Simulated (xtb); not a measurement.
C₂H₅NO₂Si, SMILES O=C/N=C/O[SiH3]. All values are semi-empirical tight-binding results from xtb (GFN2-xTB unless named), good for trends rather than for accurate numbers. Geometry: GFN2-xTB. The structure was generated by enumeration; whether it is a known compound was not checked. Other conformers were not sampled.

Optimised geometry:

```xyz
11

O     -2.3346     1.4196     1.2322
C     -1.8456     0.3229     1.1880
N     -0.7624    -0.0384     0.4631
C     -0.5277    -0.1534    -0.7665
O      0.6605    -0.3857    -1.2455
Si     2.0833    -0.4878    -0.3814
H     -2.1564    -0.4996     1.8630
H     -1.3057    -0.1255    -1.5383
H      2.3180     0.7743     0.3083
H      1.9796    -1.6038     0.5528
H      2.9681    -0.7355    -1.5100
```

The orbital gap is 3.65 eV and the dipole moment is 3.99 D. The zero-point energy is 42.0 kcal/mol. The G − E(el) at 298.15 K (modified RRHO) is 21.4 kcal/mol and the static polarisability (D4 model) is 69.0 bohr³. The solvation energy, GFN2-xTB/ALPB(water) comes out as -2.3 kcal/mol and the solvation energy, GFN2-xTB/ALPB(octanol) comes out as -5.2 kcal/mol.

Question: Give the atomic charges and the Wiberg bond orders between heavy atoms. (The exact figures need the calculation; the answer reports its results.)

Answer: charges (e) O1 -0.37, C2 0.27, N3 -0.24, C4 0.23, O5 -0.32, Si6 0.52, H7 0.02, H8 0.04, H9 -0.06, H10 -0.06, H11 -0.06. Bond orders O1–C2 1.79, C2–N3 1.20, N3–C4 1.74, C4–O5 1.21, O5–Si6 0.92.
